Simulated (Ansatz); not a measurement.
Gas-phase electronic energies from Ansatz, PBE0-D4/def2-TZVP geometries. CCSD(T)/CBS adds triple-zeta CCSD(T) − MP2 to the extrapolated MP2 energy (def2 sets, frozen cores). Functionals use def2-TZVPP. Each species was taken in one conformer, which may not be the lowest.

Reaction (formal exchange of groups at the Si–C bond): `C[Si](N)(F)Cl` + `[SiH3]OC1CO1` → `N[Si](F)([SiH3])Cl` + `COC1CO1`

`C[Si](N)(F)Cl`:

```xyz
10

C    -0.466    0.798    1.076
Si   -0.161    0.053   -0.581
N     0.957   -1.216   -0.514
F     0.283    1.236   -1.560
Cl   -1.869   -0.712   -1.414
H    -0.890    0.060    1.759
H    -1.158    1.638    0.994
H     0.468    1.171    1.505
H     1.009   -1.906   -1.245
H     1.828   -1.122   -0.019
```

`[SiH3]OC1CO1`:

```xyz
11

Si    0.731   -1.055   -1.157
O     0.560   -0.819    0.479
C     0.182    0.380    1.017
C    -1.147    0.933    0.800
O     0.009    1.450    0.125
H     1.086   -2.488   -1.272
H    -0.539   -0.795   -1.883
H     1.810   -0.211   -1.723
H     0.740    0.613    1.921
H    -1.594    1.606    1.527
H    -1.837    0.384    0.165
```

`N[Si](F)([SiH3])Cl`:

Z-matrix (Å, degrees):
```
Si
F 1 1.595
Si 1 2.334 2 112.4
N 1 1.695 2 106.2 3 -122.3
Cl 1 2.065 2 104.3 3 116.5
H 3 1.486 1 110.6 2 -53.7
H 3 1.488 1 108.2 2 -173.0
H 3 1.484 1 109.8 2 67.8
H 4 1.009 1 120.6 2 -44.5
H 4 1.007 1 120.3 2 168.3
```

`COC1CO1`:

Cartesian coordinates in Å:
```
C -0.074 1.188 -1.284
O 0.218 -0.125 -0.852
C -0.307 -0.404 0.375
C 0.397 -1.339 1.230
O 0.395 0.064 1.504
H 0.333 1.292 -2.289
H -1.157 1.361 -1.316
H 0.389 1.930 -0.626
H -1.390 -0.278 0.443
H -0.148 -1.955 1.940
H 1.344 -1.734 0.874
```

```tsv
level	ΔE (kJ/mol)
PBE-D4	164.7
SCS-MP2/def2-TZVPP	200.3
```

(1) What does CCSD(T)/CBS give? (Estimate.)

Largest T1 diagnostic among the species: 0.012.

Answers

(1) Ansatz gave: +193.6 kJ/mol. The listed levels differ from it by -28.9, 6.7 kJ/mol.

From PBE to PBE0 (25 % exact exchange), in def2-TZVPP and without D4, ΔE moves by +10.9 kJ/mol.
